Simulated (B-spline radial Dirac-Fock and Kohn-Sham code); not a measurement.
## Kohn-Sham estimates against Dirac-Fock for the levels of Rh

System: the Rh atom, [Kr] 4d7 5s2 (not the ground configuration).

The density-functional columns are spherical, spin-unpolarised Dirac-Kohn-Sham results without Breit or QED terms: −ε is minus the orbital energy of the initial state and ΔSCF the difference of two total energies. The reference in the last column comes from Dirac-Fock energy differences between relaxed states, corrected for Breit and QED terms. All numbers are from an atomic code on a B-spline grid, in eV; a selection of levels is shown. For the 1s level of heavy atoms much of the gap between ΔSCF and the reference is the Breit and QED part, -68.1 eV here; for other levels the error of the functional can be larger.

| level | LDA −ε | LDA ΔSCF | Dirac-Fock |
| --- | --- | --- | --- |
| K (1s) | 22999.2 | 23293.3 | 23232.9 |
| L1 (2s) | 3337.8 | 3387.4 | 3432.1 |
| L2 (2p1/2) | 3092.7 | 3154.7 | 3161.4 |
| L3 (2p3/2) | 2948.4 | 3007.2 | 3018.9 |
| M1 (3s) | 599.1 | 615.4 | 644.4 |
| M2 (3p1/2) | 503.1 | 519.7 | 538.0 |
| M3 (3p3/2) | 478.2 | 494.4 | 512.8 |
| M5 (3d5/2) | 302.6 | 319.9 | 320.8 |
| N1 (4s) | 86.04 | 93.06 | 100.8 |
| N2 (4p1/2) | 56.65 | 63.36 | 66.17 |
| N3 (4p3/2) | 52.65 | 59.24 | 62.26 |
| N4,5 (4d) | 8.84 | 14.36 | 12.65 |
| O1 (5s) | 5.57 | 8.95 | 6.81 |

Values without a named source are computed, but for edge energies of neutral atoms, which are taken from tables.
